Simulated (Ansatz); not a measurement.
Reactions of F₂H₄N₂Si (`N[Si](N)(F)F`).

Calculated with Ansatz (gas phase, PBE0-D4/def2-TZVP geometries, no zero-point term in ΔE). CCSD(T)/CBS is the MP2 limit (def2-TZVPP, def2-QZVPP) plus CCSD(T) − MP2 in def2-TZVPP, frozen cores. This one scheme is used for every species, atoms too. Functionals use def2-TZVPP. No spin–orbit coupling; open shells (•) take unrestricted orbitals. Spin–orbit coupling would lower the free atoms: a little for F, Si. Each species was taken in one conformer, which may not be the lowest.

```tsv
reaction	PBE0-D4 (eV)	revPBE-D4 (eV)	CCSD(T)/def2-SVP (eV)	CCSD(T)/CBS(def2) (eV)
`N[Si](N)(F)F` → 2 F• + 4 H• + 2 N• + Si•	36.41	36.21	33.34	36.97
`N[Si](N)(F)F` + HCl → `N[Si](N)(F)Cl` + H–F	0.47	0.41	0.57	0.53
`N[Si](N)(F)F` → `F[Si]F` + `NN`	4.91	4.58	4.54	5.00
`N[Si](N)(F)F` + H₂ → `N[SiH](F)F` + NH₃	0.60	0.63	0.50	0.62
```

Largest T1 diagnostic: 0.015, for `F[Si]F`.
